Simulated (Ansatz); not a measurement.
A nudged elastic band was laid between two geometries of ClH + ClH2InO (7 atoms, charge 0, multiplicity 1).

All numbers below come from RKS PBE/def2-SVP in Ansatz.

```json
{
 "movable images": "7",
 "climbing image": "yes",
 "spring": "5.0 eV/Å²",
 "optimiser": "quadratic models (default)",
 "start path": "through a guess of the saddle point",
 "force threshold": "0.05 eV/Å",
 "iteration limit": "60",
 "end points": "relaxed"
}
```

Initial state:

```xyz
7
Properties=species:S:1:pos:R:3
In 0.935 -1.774 1.181
O 1.176 -0.160 -0.689
Cl -1.449 1.471 -0.677
Cl -1.014 -0.312 2.046
H 0.416 0.480 -0.786
H -1.398 0.790 0.517
H 1.334 -0.495 -1.592
```

Final state:

```xyz
7
Properties=species:S:1:pos:R:3
In -0.196 -1.726 0.335
O 1.407 0.007 -0.644
Cl -1.585 0.367 -0.758
Cl -0.756 0.404 2.361
H 0.589 0.523 -0.885
H -1.256 0.664 1.096
H 1.798 -0.238 -1.505
```

Q: Which bonds break or form, and what moves?

A: Bonds broken: Cl3–H6. Bonds formed: In1–Cl3, Cl4–H6. ClH + ClH2InO becomes Cl2H3InO.

Q: Give the energies along the band, and the barrier.

A: The run converged. The highest image is number 6 of 0 to 8, 0.7 kcal/mol above the first end and 1.0 kcal/mol above the last; the last end lies 0.3 kcal/mol below the first. A vibrational analysis at the climbing image gives no mode beyond 40i cm⁻¹: the surface is too flat there to confirm a saddle point. The orbitals stay closed-shell, which can raise the energy where a bond breaks towards radicals; this wasn't checked here.

| image | path coordinate (Å) | energy (kcal/mol) | Cl3–H6 (Å) | In1–Cl3 (Å) | Cl4–H6 (Å) |
| --- | --- | --- | --- | --- | --- |
| 0 | 0.00 | 0.0 | 1.37 | 4.43 | 1.92 |
| 1 | 0.29 | 0.1 | 1.37 | 4.35 | 1.93 |
| 2 | 0.58 | 0.2 | 1.38 | 4.20 | 1.92 |
| 3 | 0.87 | 0.4 | 1.38 | 3.99 | 1.90 |
| 4 | 1.16 | 0.6 | 1.39 | 3.74 | 1.88 |
| 5 | 1.45 | 0.7 | 1.41 | 3.46 | 1.82 |
| 6 | 1.74 | 0.7 | 1.47 | 3.18 | 1.70 |
| 7 | 2.06 | 0.3 | 1.66 | 2.91 | 1.49 |
| 8 | 2.39 | -0.3 | 1.91 | 2.74 | 1.39 |

Q: What is the geometry of the highest image?

A: 
```xyz
7
Properties=species:S:1:pos:R:3
In -0.007 -1.767 0.587
O 1.366 -0.007 -0.644
Cl -1.650 0.651 -0.652
Cl -0.612 0.218 2.273
H 0.569 0.564 -0.799
H -1.286 0.643 0.776
H 1.620 -0.301 -1.541
```

Time of the run: 100 s on 2 threads of Intel(R) Xeon(R) 6975P-C (Granite Rapids) (shared host), peak memory 0.15 GiB.
